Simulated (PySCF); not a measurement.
Job file and geometry (Å, from GFN2-xTB) of an NMR shielding run on SMILES C1CCB(Cl)C1, C$_{4}$H$_{8}$BCl, PySCF, GIAO PBE0/pcSseg-1 NMR shielding, non-relativistic, gas phase; density fitting, a coarse starting grid and PySCF grid level 2 are the driver's defaults:

```
$ OMP_NUM_THREADS=1 python probes_run.py task.json out

{"job": {"kind": "nmr", "xc": "PBE0", "basis": "pcSseg-1"}, "charge": 0, "multiplicity": 1}
Cl     0.268513     2.718653     1.406054
B      0.121763     1.217697     0.627688
C     -1.233235     0.472553     0.281232
C     -0.793896    -0.662288    -0.660131
C      0.625079    -1.031388    -0.219032
C      1.311463     0.304334     0.115832
H     -1.656791     0.042000     1.193342
H     -2.022972     1.083371    -0.155861
H     -1.466337    -1.519053    -0.627293
H     -0.768608    -0.289094    -1.685334
H      0.574951    -1.644715     0.682269
H      1.156104    -1.596573    -0.984461
H      1.734734     0.732660    -0.797433
H      2.148554     0.171369     0.800960
```

Question: What does the program print?

Answer: 
```
coarse grid: 12016 points
cycle   1  E = -641.8403846336  dE =  6.809e-01  |g| = 4.142e-01  |ddm| = 3.228e+00
cycle   2  E = -641.8300137354  dE =  1.037e-02  |g| = 4.725e-01  |ddm| = 7.652e-01
cycle   3  E = -641.8866624947  dE = -5.665e-02  |g| = 4.722e-02  |ddm| = 4.294e-01
cycle   4  E = -641.8871235356  dE = -4.610e-04  |g| = 1.995e-02  |ddm| = 6.870e-02
cycle   5  E = -641.8872108323  dE = -8.730e-05  |g| = 3.879e-03  |ddm| = 2.170e-02
cycle   6  E = -641.8872145878  dE = -3.755e-06  |g| = 1.178e-03  |ddm| = 4.881e-03
final grid: 110768 points
cycle   7  E = -641.9206767466  dE = -3.507e-05  |g| = 7.928e-03  |ddm| = 2.355e-02
cycle   8  E = -641.9206690600  dE =  7.687e-06  |g| = 9.569e-03  |ddm| = 1.443e-02
cycle   9  E = -641.9206921036  dE = -2.304e-05  |g| = 7.394e-04  |ddm| = 8.261e-03
cycle  10  E = -641.9206922004  dE = -9.678e-08  |g| = 1.926e-04  |ddm| = 8.947e-04
cycle  11  E = -641.9206922099  dE = -9.473e-09  |g| = 3.950e-05  |ddm| = 2.270e-04
cycle  12  E = -641.9206922103  dE = -4.118e-10  |g| = 1.212e-05  |ddm| = 4.820e-05
converged SCF energy = -641.9206922103

GIAO shielding tensors (ppm)
atom      isotropic    diamagn.    paramagn.     s11        s22        s33       span
  0 Cl     711.163    1147.327    -436.164    411.398    643.184   1078.906    667.508
  1 B       15.703     188.390    -172.687    -47.840      6.177     88.773    136.613
  2 C      155.317     251.958     -96.641    144.268    151.042    170.640     26.372
  3 C      156.171     247.439     -91.268    133.184    163.069    172.260     39.076
  4 C      156.111     247.456     -91.345    133.053    163.048    172.233     39.180
  5 C      155.424     251.938     -96.515    144.340    151.331    170.600     26.260
  6 H       30.623      30.064       0.558     25.782     29.527     36.560     10.778
  7 H       30.228      29.867       0.361     25.574     29.452     35.658     10.084
  8 H       29.620      30.240      -0.620     24.806     27.608     36.444     11.638
  9 H       30.154      31.035      -0.882     25.500     28.691     36.271     10.771
 10 H       30.154      31.047      -0.893     25.500     28.694     36.267     10.766
 11 H       29.617      30.239      -0.622     24.802     27.609     36.439     11.637
 12 H       30.622      30.047       0.575     25.784     29.509     36.574     10.789
 13 H       30.230      29.857       0.372     25.574     29.442     35.673     10.100
```

Size and cost of the density-fitted run: 149 basis functions, of the order of 60 core-seconds.
